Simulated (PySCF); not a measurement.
Computed properties of C6H17NSi, SMILES CC(N([SiH3])C(C)C)C

C6H17NSi, SMILES CC(N(C(C)C)[SiH3])C. Geometry optimised at r2SCAN-D4/def2-SVP. The isomer is the one that the SMILES or the coordinates give; other isomers of the formula were not compared. One conformer was computed; it need not be the lowest. All values are computed for the isolated molecule unless a solvent is named; none is compared with measurement here.

**Structure.** All 69 harmonic modes at r2SCAN-D4/def2-SVP (PySCF) are real, so it is a minimum. With heavy atoms numbered as in [SiH3:1][N:2]([CH:3]([CH3:4])[CH3:5])[CH:6]([CH3:7])[CH3:8], the shortest bond between them is N2–C6 at 1.471 Å and the longest Si1–N2 at 1.739 Å.

**Vibrations.** The strongest infrared lines (harmonic, unscaled, degenerate partners summed) lie at 989 cm⁻¹ (245 km/mol, H 91 %), 1230 cm⁻¹ (184 km/mol, C 52 %, N 32 %, H 16 %), 2154 cm⁻¹ (168 km/mol, H 96 %). The softest mode is at 43 cm⁻¹ and the zero-point energy is 137.7 kcal/mol.

**Electronic structure.** HF/def2-SVP (PySCF) places the frontier levels at -9.43 and 4.21 eV, a gap of 13.64 eV, and gives a dipole moment of 1.18 D and a mean polarisability of 91.6 bohr³. PBE/def2-SVP (PySCF) at the same geometry gives -4.81 and 0.11 eV, so its gap is 8.72 eV narrower. An orbital gap is neither the optical nor the fundamental gap.

**Excitations.** TDA-ωB97X/def2-SVP (PySCF) has S1 at 6.33 eV (196 nm, f = 0.006, weak); the most intense of the 6 singlets computed lies at 7.95 eV (f = 0.07). T1 (TDA) is at 6.08 eV, 0.25 eV under S1. TDA-PBE/def2-SVP (PySCF) puts S1 at 4.97 eV. No vertical singlet excitation falls in the visible range (under 3.1 eV).

**NMR.** GIAO shifts at PBE0/pcSseg-1 (PySCF) (non-relativistic, atoms alike by connectivity averaged): ¹³C from 29.0 to 55.8 ppm against TMS; ¹H from 1.5 to 5.0 ppm against TMS; ²⁹Si at -44.2 ppm against TMS.

**Solvation.** SMD-B3LYP/6-31G* (PySCF) gives 2.9 kcal/mol in water, -3.9 kcal/mol in dichloromethane, -3.3 kcal/mol in acetone (1 M in both phases, gas-phase geometry); of these solvents dichloromethane holds the molecule best.
